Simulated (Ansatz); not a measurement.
Basis-set extrapolation for C3H9Si, SMILES `[CH2][SiH](C)C` radical (PBE0-D4/def2-TZVP geometry, frozen core, Ansatz 0.2.0). Multiplicity 2, UHF reference.

|  | def2-TZVPP | def2-QZVPP |
| --- | --- | --- |
| HF | -407.817958 | -407.832768 |
| MP2 correlation | -0.628550 | -0.669905 |
| CCSD(T) correlation | -0.713002 | not run |

Energies in hartree. Use E(X) = E(∞) + A·exp(−7.88·√X) for Hartree–Fock and E(X) = E(∞) + B·X^(−2.97) for correlation, with X = 3 and 4, and add CCSD(T) minus MP2 of the smaller set to the MP2 limit.

Task: What is the CCSD(T) energy at the basis-set limit?

Result: HF limit: -407.832768 + (-0.014810) × 0.13774 = -407.83481. MP2 limit: -0.669905 + (-0.041355) × 0.74074 = -0.70054. Higher-order term: -0.713002 − (-0.628550) = -0.08445. Total: -408.61980 hartree, 233.2 kJ/mol below CCSD(T)/def2-TZVPP.
